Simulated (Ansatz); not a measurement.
Reaction (redistribution): `C[CH2][AlH][OH]` + `[SiH3]C(Cl)[TeH]` → `C[CH2][AlH][TeH]` + `OC([SiH3])Cl`

Computed with Ansatz on PBE0-D4/def2-TZVP structures; ΔE is electronic, products minus reactants. CCSD(T)/CBS adds triple-zeta CCSD(T) − MP2 to the extrapolated MP2 energy (def2 sets, frozen cores). Functionals use def2-TZVPP. B3LYP here is the variant with VWN-RPA as its local correlation; programs differ in this. def2 core potentials past Kr. For Te outer-core shells are correlated without core-valence functions, which leaves a few kJ/mol of doubt a bond. Each species was taken in one conformer, which may not be the lowest.

`C[CH2][AlH][OH]`:

Z-matrix (Å, degrees):
```
C
C 1 1.529
H 1 1.094 2 111.7
H 1 1.094 2 112.3 3 120.1
H 1 1.094 2 111.7 3 -119.7
Al 2 1.957 1 116.3 3 59.8
H 2 1.098 1 110.2 3 -62.9
H 2 1.098 1 110.2 3 -177.4
O 6 1.701 2 121.1 1 -0.4
H 6 1.582 2 123.9 1 179.6
H 9 0.956 6 123.1 2 -0.0
```

`[SiH3]C(Cl)[TeH]`:

```xyz
9

Si   -0.326    0.796   -0.718
C     0.679   -0.089    0.610
Cl    0.196    0.518    2.219
Te    0.552   -2.220    0.394
H    -0.217    2.265   -0.525
H     0.205    0.421   -2.052
H    -1.742    0.374   -0.590
H     1.744    0.122    0.497
H    -1.090   -2.187    0.166
```

`C[CH2][AlH][TeH]`:

Cartesian coordinates in Å:
```
C -1.066 -0.116 0.824
C -0.081 0.935 0.325
Al 1.298 0.365 -0.942
Te 1.458 -2.034 -1.737
H -0.556 -0.935 1.339
H -1.793 0.305 1.526
H -1.631 -0.562 0.001
H -0.615 1.767 -0.153
H 0.448 1.398 1.170
H 2.386 1.348 -1.544
H 0.154 -2.471 -0.810
```

`OC([SiH3])Cl`:

Z-matrix (Å, degrees):
```
C
Si 1 1.902
Cl 1 1.826 2 106.8
O 1 1.378 2 109.8 3 -121.4
H 1 1.094 2 112.4 3 112.4
H 2 1.481 1 108.6 3 60.8
H 2 1.483 1 107.9 3 -59.7
H 2 1.486 1 108.9 3 -178.8
H 4 0.963 1 109.7 2 -175.5
```

```tsv
level	ΔE (kJ/mol)
PBE0-D4	41.5
B3LYP-D4	55.4
B2PLYP	57.8
B3LYP	50.4
HF/def2-TZVPP	38.5
MP2/def2-TZVPP	68.7
SCS-MP2/def2-QZVPP	70.0
CCSD/CBS(def2)	61.3
```

(1) What does CCSD(T)/CBS give? (Estimate.)

Largest T1 diagnostic among the species: 0.011.

Results:

(1) Computed: +62.6 kJ/mol. The listed levels differ from it by -21.1, -7.2, -4.8, -12.2, -24.1, 6.1, 7.4, -1.3 kJ/mol.

The D4 term adds +5.0 kJ/mol with B3LYP and +2.3 kJ/mol with PBE0; it sums over pairs of atoms, weighted by their polarisabilities, and B3LYP, whose exchange is more repulsive, gets the larger term. In def2-TZVPP, CCSD(T) changes the Hartree–Fock value by +20.2 kJ/mol (the triples alone add +1.3 kJ/mol) and MP2 by +30.2 kJ/mol.
